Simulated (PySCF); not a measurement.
disulfane cation (H₂S₂), SMILES SS (connectivity only; charge and spin as stated), charge +1, multiplicity 2.

Geometry: PBE0-D3(BJ)/def2-TZVP. The spin state was assumed, not searched.

Calculation: PBE0-D3(BJ)/def2-TZVP run with PySCF 2.14.0.

Frequencies are harmonic and unscaled.

Q: Estimate the vibrational spectrum. (The exact figures need the calculation; the answer reports its results.)

A: 
```json
[
 {"mode": "1", "ν (cm⁻¹)": "513", "IR (km/mol)": "48.8", "moving atoms (share of kinetic energy)": "H 97 %"},
 {"mode": "2", "ν (cm⁻¹)": "623", "IR (km/mol)": "0.0", "moving atoms (share of kinetic energy)": "S 98 %"},
 {"mode": "3", "ν (cm⁻¹)": "790", "IR (km/mol)": "25.0", "moving atoms (share of kinetic energy)": "H 97 %"},
 {"mode": "4", "ν (cm⁻¹)": "1059", "IR (km/mol)": "0.0", "moving atoms (share of kinetic energy)": "H 93 %"},
 {"mode": "5", "ν (cm⁻¹)": "2633", "IR (km/mol)": "0.0", "moving atoms (share of kinetic energy)": "H 97 %"},
 {"mode": "6", "ν (cm⁻¹)": "2638", "IR (km/mol)": "132.1", "moving atoms (share of kinetic energy)": "H 97 %"}
]
```
